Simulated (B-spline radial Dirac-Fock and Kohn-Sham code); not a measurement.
**Electron momentum distribution of Pr⁵⁶⁺: Compton profiles**

System: praseodymium as Pr⁵⁶⁺ in the configuration [He] 2s1.

Level of theory: the impulse approximation on Dirac-Fock densities; a radial finite-basis atomic code. pz is in atomic units of momentum; subshell profiles are per electron, for a selection of subshells; open shells are spread over both j values by their weights.

| pz | J total | J 1s1/2 | J 2s1/2 |
| --- | --- | --- | --- |
| 4.8 | 0.06315 | 0.0131 | 0.0369 |
| 6.6 | 0.05720 | 0.0129 | 0.0314 |
| 9.1 | 0.04819 | 0.0125 | 0.0231 |
| 13 | 0.03564 | 0.0117 | 0.0122 |
| 17 | 0.02686 | 0.0107 | 0.00539 |
| 24 | 0.01915 | 0.00879 | 0.00158 |
| 33 | 0.01399 | 0.00636 | 0.00127 |
| 46 | 0.008330 | 0.00369 | 0.000957 |

**Question.** What is the peak value J(0), and which subshell contributes most to it?

**Answer.** J(0) = 0.07111. The 2s1/2 subshell gives the largest part, 62 %.

Mean momentum ⟨p⟩ by subshell (a.u.): 1s1/2 56.6, 2s1/2 21.6.

Values without a named source are computed, but for edge energies of neutral atoms, which are taken from tables.
